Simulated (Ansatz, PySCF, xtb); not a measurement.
Bonds broken one at a time in the series B Br-H. Gas-phase values, no solvent. Strings in code marks are SMILES.

Quantity: homolytic bond dissociation enthalpy at 298 K (no spin–orbit term), in kJ/mol. Thermal and zero-point terms are GFN2-xTB rigid-rotor harmonic values (xtb).

Level 1: frozen-core CCSD(T)/cc-pVTZ // B3LYP-D3(BJ)/def2-TZVP (Ansatz, a program for electronic structure)
Level 2: B3LYP/3-21G // B3LYP-D3(BJ)/def2-TZVP (PySCF)
Level 3: BP86/6-31G* // B3LYP-D3(BJ)/def2-TZVP (PySCF)
Level 4: HF/3-21G // B3LYP-D3(BJ)/def2-TZVP (PySCF)

| species | level 2 | level 3 | level 4 |
|---|---|---|---|
| Br–B bond of `BrBBr`, giving `[BH]Br` and `[Br]` | 415.4 | 444.4 | 288.9 |
| Br–B bond of `BrB(Br)Br`, giving `Br[B]Br` and `[Br]` | 401.6 | 419.2 | 277.2 |
| B–Br bond of `BBr`, giving `[BH2]` and `[Br]` | 426.9 | 468.0 | 295.6 |

Task: What does level 1 give for each?

Result: 
- Br–B bond of `BrBBr`, giving `[BH]Br` and `[Br]`: 439.7
- Br–B bond of `BrB(Br)Br`, giving `Br[B]Br` and `[Br]`: 421.4
- B–Br bond of `BBr`, giving `[BH2]` and `[Br]`: 455.5
